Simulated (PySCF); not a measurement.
## Molecular orbitals of GaAs

r²SCANh at R = 2.574 Å; basis Ga pcseg-1, As pcseg-1; no relativity; PySCF 2.14. State: ³Σ⁻ (triplet), unpaired electrons π ↑↑. Only the outer orbitals are listed, counted within each symmetry.

```tsv
spin	orbital	occ.	ε (eV)	on Ga (%)	main shells (%)
α	13σ	1	-15.67	7	92 As s
α	14σ	1	-9.64	74	74 Ga s, 19 As p
α	7π	1	-6.52	9	91 As p
α	7π	1	-6.52	9	91 As p
α	15σ	1	-5.47	43	57 As p, 25 Ga p, 17 Ga s
α	8π	0	-2.02	91	91 Ga p
α	8π	0	-2.02	91	91 Ga p
α	16σ	0	0.63	82	78 Ga p, 20 As p
β	13σ	1	-13.65	14	84 As s, 10 Ga s
β	14σ	1	-9.27	73	72 Ga s, 15 As p, 12 As s
β	15σ	1	-5.10	44	55 As p, 31 Ga p, 12 Ga s
β	7π	0	-3.56	35	65 As p, 34 Ga p
β	7π	0	-3.56	35	65 As p, 34 Ga p
β	8π	0	-1.38	66	65 Ga p, 33 As p
```

Task: Which are the highest filled and the lowest empty level, where do they sit, and how wide is the gap?

Result: Highest filled β 15σ at -5.10 eV (in %: 55 As p, 31 Ga p, 12 Ga s); lowest empty β 7π at -3.56 eV (in %: 65 As p, 34 Ga p); the gap at r²SCANh is 1.54 eV.

| Property | Result |
| --- | --- |
| bond order (Mayer) | 1.11 |
| ⟨S²⟩ | 2.009 |
| charge on Ga (Mulliken, basis-dependent) | 0.29 |
| charge on Ga (Löwdin, basis-dependent) | 0.02 |
| dipole moment (positive dipole means Ga(−)As(+)) | -1.26 D |

Spin–orbit coupling is left out. The state was picked by a PBE0 search and need not be the measured ground state.
